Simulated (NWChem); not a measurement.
System: C$_{2}$H$_{5}$FOSi; SMILES CC(=O)[SiH2]F

```xyz
10

C     -1.4793     1.1867     0.0000
C     -0.0117     0.8783     0.0000
O      0.8499     1.7317     0.0000
Si     0.6772    -0.9179     0.0000
F     -0.5370    -2.0061     0.0000
H     -1.9581     0.7294    -0.8818
H     -1.6415     2.2738     0.0000
H     -1.9581     0.7294     0.8818
H      1.4914    -1.1112    -1.2295
H      1.4914    -1.1112     1.2295
```
Atoms are numbered in this order, from 1.

Program: NWChem. Pople sets run with spherical d functions. Structure relaxed at the PBE0/def2-SVP level. B3LYP is NWChem's, with the RPA form of VWN correlation. Atomic charges in e: unrestrained fits to the electrostatic potential beside Mulliken populations; buried atoms are poorly determined by the fit.

For level B3LYP/def2-SVP:

```yaml
Mulliken C1: 0.06
Mulliken C2: -0.14
Mulliken O3: -0.21
ESP Si4: 0.57
Mulliken Si4: 0.71
Mulliken F5: -0.35
```

### Question
How do the values read with level Hartree-Fock/6-31G* instead?

### Answer
| Item | Result |
|---|---|
| Mulliken C1 | -0.59 |
| Mulliken C2 | 0.25 |
| Mulliken O3 | -0.51 |
| ESP Si4 | 0.69 |
| Mulliken Si4 | 1.07 |
| Mulliken F5 | -0.55 |
